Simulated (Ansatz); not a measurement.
Ansatz (an electronic-structure program) input (CCSD(T)/def2-TZVPPD):
A basis named .json is the Basis Set Exchange file of that set.

Ansatz 0.2 input:
```yaml
crystal:
  periodic: [false, false, false]
  atoms:
    - {symbol: Ca, position_ang: [0.00000000, 0.00000000, 0.00000000]}
    - {symbol: Cl, position_ang: [0.00000000, 0.00000000, 2.46962058]}
    - {symbol: Cl, position_ang: [-0.00000000, -0.00000000, -2.46962058]}
basis:
  gaussian:
    orbitals: def2-TZVPPD.json
total_charge: 1
magnetization: {spin_polarized: true, initial_magnetization: 1}
correlation: {method: ccsd_t, electrons: outside_noble_gas}
```

End of the output:

```
mean field evaluation 320: about -43415.1081 eV, gradient 9.4e-2 eV
mean field evaluation 352: about -43415.1065 eV, gradient 7.7e-2 eV
mean field evaluation 384: about -43415.0854 eV, gradient 2.1e-1 eV
mean field evaluation 416: about -43415.0830 eV, gradient 8.9e-1 eV
mean field evaluation 448: about -43414.9714 eV, gradient 3.0e0 eV
mean field evaluation 480: about -43415.1085 eV, gradient 4.1e-4 eV
mean field evaluation 512: about -43415.0870 eV, gradient 4.3e-4 eV
mean field evaluation 544: about -43417.9430 eV, gradient 7.8e-4 eV
mean field evaluation 576: about -43416.8664 eV, gradient 4.7e-2 eV
mean field evaluation 608: about -43415.0878 eV, gradient 1.4e-2 eV
mean field evaluation 640: about -43418.1415 eV, gradient 6.4e-3 eV
mean field evaluation 672: about -43418.0357 eV, gradient 7.6e-3 eV
mean field evaluation 704: about -43415.0878 eV, gradient 3.3e-3 eV
mean field evaluation 736: about -43417.9430 eV, gradient 8.1e-4 eV
mean field evaluation 768: about -43417.1785 eV, gradient 8.6e0 eV
mean field evaluation 800: about -43417.9430 eV, gradient 4.3e-2 eV
mean field evaluation 832: about -43416.8664 eV, gradient 1.5e-4 eV
mean field evaluation 864: about -43415.0878 eV, gradient 3.1e-4 eV
mean field evaluation 896: about -43418.4059 eV, gradient 9.8e-2 eV
mean field evaluation 928: about -43415.1067 eV, gradient 8.9e-4 eV
mean field evaluation 960: about -43414.7012 eV, gradient 7.9e0 eV
mean field evaluation 992: about -43415.0681 eV, gradient 8.0e-1 eV
mean field evaluation 1024: about -43418.3678 eV, gradient 3.3e-1 eV
mean field -43418.86498765 eV, -1595.6138579323 hartree, gradient 1.9e-6 eV, S^2 0.759989; 20 other end points of the search recorded, 0 dependent functions left out
determinant -43418.86498765 eV, -1595.6138579323 hartree, with singles and doubles -43429.88034508 eV, -1596.0186648515 hartree
determinant -43418.40611553 eV, -1595.5969946929 hartree, with singles and doubles -43429.54581153 eV, -1596.0063709703 hartree
determinant -43418.14154179 eV, -1595.5872717876 hartree, with singles and doubles -43429.71692196 eV, -1596.0126591626 hartree
determinant -43418.03573379 eV, -1595.5833834153 hartree, with singles and doubles -43429.57193110 eV, -1596.0073308468 hartree
determinant -43417.94301497 eV, -1595.5799760615 hartree, with singles and doubles -43429.53016746 eV, -1596.0057960614 hartree
determinant -43416.86639607 eV, -1595.5404110466 hartree, with singles and doubles -43428.58266689 eV, -1595.9709760576 hartree
determinant -43418.86498765 eV, -1595.6138579323 hartree, with singles and doubles -43429.84752625 eV, -1596.0174587817 hartree
determinant -43418.40611553 eV, -1595.5969946929 hartree, with singles and doubles -43429.52093946 eV, -1596.0054569386 hartree
determinant -43418.14154179 eV, -1595.5872717876 hartree, with singles and doubles -43429.69339563 eV, -1596.0117945861 hartree
determinant -43418.86498765 eV, -1595.6138579323 hartree, with singles and doubles -43429.84959928 eV, -1596.0175349643 hartree
determinant -43418.40611553 eV, -1595.5969946929 hartree, with singles and doubles -43429.54727192 eV, -1596.0064246387 hartree
determinant -43418.14154179 eV, -1595.5872717876 hartree, with singles and doubles -43429.70280871 eV, -1596.0121405103 hartree
determinant -43418.03573379 eV, -1595.5833834153 hartree, with singles and doubles -43429.57692259 eV, -1596.0075142806 hartree
determinant -43417.94301497 eV, -1595.5799760615 hartree, with singles and doubles -43429.54078563 eV, -1596.0061862720 hartree
19 core orbitals not correlated
reference -43418.86498765 eV, -1595.6138579323 hartree; 8, 7 occupied and 111, 112 virtual orbitals, 974 factors
second order -9.91074038 eV of doubles, -0.00000000 eV of singles
coupled cluster: 0.96 GiB planned
cycle   1  -10.98461450 eV  change   -2.9e-6 eV  update   3.5e-6
perturbative correction -0.41526382 eV, -0.0152606640 hartree
Total energy: -43430.26486597 eV, -1596.0327957336 hartree
```

This state (charge 1, doublet) is run at the relaxed geometry of the species with charge 0 and multiplicity 1.
